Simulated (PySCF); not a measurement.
Compound: protonated 2-cyano-1,3-cyclopentadiene, C₆H₆N (charge +1).
Bonds: N1–C2 (triple), C2–C3, C3–C4 (double), C4–C5, C5–C6, C6–C7 (double), C3–C7. Hydrogens: H8 on N1; H9 on C4; H10, H11 on C5; H12 on C6; H13 on C7.

Probes without a nucleus sit at each ring's centroid and 1 Å off its mean plane on both sides; NICS is minus the shielding there, NICSzz its component along the normal. Level: GIAO KT3/pcSseg-2 (PySCF, non-relativistic, gas phase) on the PBE0-D3(BJ)/def2-SVP geometry, one conformer.

Ring bond lengths (Å): C3–C4 1.372, C4–C5 1.478, C5–C6 1.490, C6–C7 1.347, C7–C3 1.473.

Q: What do the NICS probes read (ppm)?

A: 
```json
{"ring": "C3–C4–C5–C6–C7", "type": "5-membered carbocycle; formal bonds 2 double, 3 single", "NICS(0)": "-4.8", "NICS(1), two faces": "-5.4 / -5.4", "NICS(1)zz, two faces": "-13.5 / -13.5", "rms pucker (Å)": "0.00", "centre to ring atoms, mean (Å)": "1.22"}
```

Q: What can be read from them?

A: 
- C3–C4–C5–C6–C7: mean NICS(1)zz -13.5 ppm, shielded. C5 has four or more neighbours, so the value isn't read as a sign of a π ring current.

Q: How shielded are the nuclei of the rings and their hydrogens (means over atoms taken as equivalent)?

A: 
```tsv
atoms	environment	σ isotropic (ppm)	principal values of the symmetric part, first atom (ppm)
C3	fully substituted alkene carbon	82.3	18.1, 93.0, 135.8
C4	alkene CH carbon	-3.3	-128.0, -29.3, 147.4
C5	allylic carbon	128.1	114.5, 133.6, 136.2
C6	alkene CH carbon	37.9	-54.8, 20.2, 148.2
C7	alkene CH carbon	55.0	-38.6, 73.1, 130.6
H9	vinylic hydrogen	22.11	19.1, 22.0, 25.2
H10 (×2)	methylene hydrogen	26.96	22.5, 25.2, 33.2
H12	vinylic hydrogen	23.93	22.3, 24.2, 25.3
H13	vinylic hydrogen	24.24	21.9, 24.2, 26.7
```

Q: How do the values depend on the level or the medium?

A: 
| level | NICS(0), C3–C4–C5–C6–C7 | mean NICS(1)zz, C3–C4–C5–C6–C7 |
| --- | --- | --- |
| KT3/pcSseg-2, gas | -4.8 | -13.5 |
| PBE0/pcSseg-1, gas | -4.3 | -13.5 |
| PBE0/pcSseg-1, IEF-PCM acetone | -4.2 | -13.4 |
| PBE0/pcSseg-1, IEF-PCM benzene | -4.3 | -13.4 |

The geometry is the same throughout; the continuum's cavity takes Bondi-type radii × 1.2.

Hardware: one thread of an Arm Neoverse V1, shared host with 32 logical CPUs at a one-minute load of 21. Cost: 73 s wall, 1.1 GiB resident at most. This is the whole shielding run at KT3/pcSseg-2, SCF included.
